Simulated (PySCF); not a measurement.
# Computed records: Al2H3

Computed with PySCF 2.14.0. Calculation on a computer-drawn molecule: vertical ionisation energy to the stated ion spin, frozen-core CCSD(T) at the basis limit and cheaper methods, single-reference cases, UHF for radicals, no spin-orbit; all values are single points at the evaluated structure, the first of each entry, which is the reference or a displaced copy of it and isn't optimised; the reference structure only sets the zero of the energies above reference; triples share is (T) over the correlation energy.

Common to all runs: charge 1; multiplicity 1; ion multiplicity 2; diffuse functions no; basis cc-pV(n+d)Z; reference is the Hartree-Fock double-zeta minimum; best is HF at quadruple zeta + MP2 correlation extrapolated from triple and quadruple zeta + CCSD(T) minus MP2 at triple zeta; basis step is the size of the change from the same recipe one zeta lower.

(1) Al2H3

Evaluated structure:
```xyz
5
Al2H3
Al    -0.5682     1.5201     2.9645
Al    -1.5034    -0.5588     1.5748
H     -0.0555     2.7310     3.8461
H     -1.0694    -1.9976     2.0740
H     -2.4845    -0.1472     0.4478
```

Reference structure:
```xyz
5
Al2H3
Al    -0.6019     1.4863     3.0333
Al    -1.5321    -0.5962     1.5613
H     -0.0662     2.6844     3.8809
H     -1.0242    -1.9654     2.0997
H     -2.4406    -0.1231     0.3893
```

```
ionisation energy best                    : 15.5 eV
ionisation energy basis step              : 0.03283 eV
energy above reference best               : 0.511 kcal/mol
energy above reference basis step         : 0.07303 kcal/mol
ionisation energy Koopmans at triple zeta : 15.43 eV
ionisation energy EOM CCSD at triple zeta : 15.47 eV
total energy HF triple zeta               : -485.3232 hartree
total energy CCSD(T) triple zeta          : -485.4881 hartree
total energy best                         : -485.5071 hartree
T1 diagnostic at triple zeta              : 0.01133
D1 diagnostic at triple zeta              : 0.02373
ion T1 diagnostic at triple zeta          : 0.02837
ion D1 diagnostic at triple zeta          : 0.06078
ion spin squared at triple zeta           : 0.814
triples share at triple zeta              : 0.01962
basis functions triple zeta               : 120
```

Drawn bonds:
```tsv
atom	other atom	order
1	2	1
1	3	1
2	4	1
2	5	1
```

Triple zeta:
```tsv
method	ionisation energy (eV)	energy above reference (kcal/mol)
HF	14.65	0.7213
PBE	15.01	0.3388
r2SCAN	15.07	0.4061
B3LYP	15.21	0.5491
wB97X	15.36	0.534
MP2	15.37	0.6587
CCSD	15.39	0.5679
CCSD(T)	15.4	0.5484
```

(2) Al2H3

Evaluated structure:
```xyz
5
Al2H3
Al    -0.5627     1.4816     3.0752
Al    -1.5327    -0.5692     1.5789
H     -0.0916     2.6299     3.8874
H     -1.0505    -1.9591     2.0350
H     -2.3339    -0.1267     0.2902
```

Reference structure:
```xyz
5
Al2H3
Al    -0.6019     1.4863     3.0333
Al    -1.5321    -0.5962     1.5613
H     -0.0662     2.6844     3.8809
H     -1.0242    -1.9654     2.0997
H     -2.4406    -0.1231     0.3893
```

```
ionisation energy best                    : 15.45 eV
ionisation energy basis step              : 0.03221 eV
energy above reference best               : 1.954 kcal/mol
energy above reference basis step         : 0.009985 kcal/mol
ionisation energy Koopmans at triple zeta : 15.35 eV
ionisation energy EOM CCSD at triple zeta : 15.41 eV
total energy HF triple zeta               : -485.3216 hartree
total energy CCSD(T) triple zeta          : -485.4858 hartree
total energy best                         : -485.5048 hartree
T1 diagnostic at triple zeta              : 0.01075
D1 diagnostic at triple zeta              : 0.0225
ion T1 diagnostic at triple zeta          : 0.02556
ion D1 diagnostic at triple zeta          : 0.06176
ion spin squared at triple zeta           : 0.7941
triples share at triple zeta              : 0.01912
basis functions triple zeta               : 120
```

Drawn bonds:
```tsv
atom	other atom	order
1	2	1
1	3	1
2	4	1
2	5	1
```

Triple zeta:
```tsv
method	ionisation energy (eV)	energy above reference (kcal/mol)
HF	14.59	1.707
PBE	14.98	2.349
r2SCAN	15.03	2.013
B3LYP	15.18	1.963
wB97X	15.31	1.847
MP2	15.29	1.814
CCSD	15.34	1.95
CCSD(T)	15.35	1.991
```

(3) Al2H3

Evaluated structure:
```xyz
5
Al2H3
Al    -0.6824     1.5096     3.0894
Al    -1.4925    -0.5815     1.5145
H      0.0398     2.7813     3.9116
H     -1.0459    -2.0014     2.0941
H     -2.4004    -0.1276     0.3045
```

Reference structure:
```xyz
5
Al2H3
Al    -0.6019     1.4863     3.0333
Al    -1.5321    -0.5962     1.5613
H     -0.0662     2.6844     3.8809
H     -1.0242    -1.9654     2.0997
H     -2.4406    -0.1231     0.3893
```

```
ionisation energy best                    : 15.24 eV
ionisation energy basis step              : 0.03264 eV
energy above reference best               : 2.549 kcal/mol
energy above reference basis step         : 0.06795 kcal/mol
ionisation energy Koopmans at triple zeta : 15.17 eV
ionisation energy EOM CCSD at triple zeta : 15.21 eV
total energy HF triple zeta               : -485.3193 hartree
total energy CCSD(T) triple zeta          : -485.4850 hartree
total energy best                         : -485.5038 hartree
T1 diagnostic at triple zeta              : 0.01197
D1 diagnostic at triple zeta              : 0.02591
ion T1 diagnostic at triple zeta          : 0.03097
ion D1 diagnostic at triple zeta          : 0.071
ion spin squared at triple zeta           : 0.8343
triples share at triple zeta              : 0.02043
basis functions triple zeta               : 120
```

Drawn bonds:
```tsv
atom	other atom	order
1	2	1
1	3	1
2	4	1
2	5	1
```

Triple zeta:
```tsv
method	ionisation energy (eV)	energy above reference (kcal/mol)
HF	14.35	3.162
PBE	14.79	1.365
r2SCAN	14.84	2.205
B3LYP	14.98	2.379
wB97X	15.12	2.922
MP2	15.12	3.024
CCSD	15.13	2.606
CCSD(T)	15.14	2.493
```

(4) Al2H3

Evaluated structure:
```xyz
5
Al2H3
Al    -0.6034     1.4807     3.0794
Al    -1.5604    -0.5919     1.5680
H     -0.1054     2.6933     3.9221
H     -1.0330    -1.9833     2.0442
H     -2.4112    -0.0763     0.3649
```

Reference structure:
```xyz
5
Al2H3
Al    -0.6019     1.4863     3.0333
Al    -1.5321    -0.5962     1.5613
H     -0.0662     2.6844     3.8809
H     -1.0242    -1.9654     2.0997
H     -2.4406    -0.1231     0.3893
```

```
ionisation energy best                    : 15.31 eV
ionisation energy basis step              : 0.03285 eV
energy above reference best               : 0.2096 kcal/mol
energy above reference basis step         : 0.001781 kcal/mol
ionisation energy Koopmans at triple zeta : 15.2 eV
ionisation energy EOM CCSD at triple zeta : 15.27 eV
total energy HF triple zeta               : -485.3241 hartree
total energy CCSD(T) triple zeta          : -485.4886 hartree
total energy best                         : -485.5076 hartree
T1 diagnostic at triple zeta              : 0.01095
D1 diagnostic at triple zeta              : 0.02332
ion T1 diagnostic at triple zeta          : 0.02593
ion D1 diagnostic at triple zeta          : 0.05831
ion spin squared at triple zeta           : 0.8024
triples share at triple zeta              : 0.01951
basis functions triple zeta               : 120
```

Drawn bonds:
```tsv
atom	other atom	order
1	2	1
1	3	1
2	4	1
2	5	1
```

Triple zeta:
```tsv
method	ionisation energy (eV)	energy above reference (kcal/mol)
HF	14.43	0.1502
PBE	14.86	0.1237
r2SCAN	14.91	0.1844
B3LYP	15.05	0.1706
wB97X	15.18	0.2488
MP2	15.16	0.2089
CCSD	15.2	0.2028
CCSD(T)	15.21	0.1999
```

(5) Al2H3

Evaluated structure:
```xyz
5
Al2H3
Al    -0.6034     1.4807     3.0794
Al    -1.5604    -0.5919     1.5680
H     -0.1054     2.6933     3.9221
H     -1.0330    -1.9833     2.0442
H     -2.4581    -0.0479     0.2986
```

Reference structure:
```xyz
5
Al2H3
Al    -0.6019     1.4863     3.0333
Al    -1.5321    -0.5962     1.5613
H     -0.0662     2.6844     3.8809
H     -1.0242    -1.9654     2.0997
H     -2.4406    -0.1231     0.3893
```

```
ionisation energy best : —
```

Drawn bonds:
```tsv
atom	other atom	order
1	2	1
1	3	1
2	4	1
2	5	1
```

To be estimated
1. Al2H3 (entry 5): ionisation energy best?
2. Give the table of triple zeta values for Al2H3 (entry 5).

Calculated values
1. 15.28 eV
2. 
Triple zeta:
```tsv
method	ionisation energy (eV)	energy above reference (kcal/mol)
HF	14.41	1.539
PBE	14.82	0.781
r2SCAN	14.87	1.187
B3LYP	15.01	1.309
wB97X	15.15	1.498
MP2	15.14	1.539
CCSD	15.17	1.363
CCSD(T)	15.18	1.313
```

Further results for Al2H3 (entry 5):

```
ionisation energy basis step              : 0.03276 eV
energy above reference best               : 1.33 kcal/mol
energy above reference basis step         : 0.06753 kcal/mol
ionisation energy Koopmans at triple zeta : 15.19 eV
ionisation energy EOM CCSD at triple zeta : 15.24 eV
total energy HF triple zeta               : -485.3219 hartree
total energy CCSD(T) triple zeta          : -485.4868 hartree
total energy best                         : -485.5058 hartree
T1 diagnostic at triple zeta              : 0.01133
D1 diagnostic at triple zeta              : 0.02414
ion T1 diagnostic at triple zeta          : 0.02782
ion D1 diagnostic at triple zeta          : 0.06013
ion spin squared at triple zeta           : 0.8137
triples share at triple zeta              : 0.0199
basis functions triple zeta               : 120
```
